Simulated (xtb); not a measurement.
SnF₃, SMILES [F][Sn+]([F])[F], charge +1. All values are semi-empirical tight-binding results from xtb (GFN2-xTB unless named), good for trends rather than for accurate numbers. Coordinates come from a GFN2-xTB optimisation. The spin state was assumed, not searched. The isomer is the one that the SMILES or the coordinates give; other isomers of the formula were not compared.

Optimised geometry:

Bonds (Å): Sn1–F2 2.043, Sn1–F3 2.042, Sn1–F4 2.042. Angles (°): F2–Sn1–F3 120.2, F2–Sn1–F4 120.2, F3–Sn1–F4 119.5.
Charge +1, spin multiplicity 1.

For metal compounds this method's bond lengths and energies can be far off.

The point group as xtb finds it is D3h, the orbital gap is 1.49 eV and the zero-point energy comes out as 1.6 kcal/mol. The G − E(el) at 298.15 K (modified RRHO) is -17.8 kcal/mol.

Computed atomic charges and the Wiberg bond orders between heavy atoms:
charges (e) Sn1 0.83, F2 0.06, F3 0.06, F4 0.06. Bond orders Sn1–F2 0.82, Sn1–F3 0.82, F2–F3 0.35, Sn1–F4 0.82, F2–F4 0.35, F3–F4 0.35.
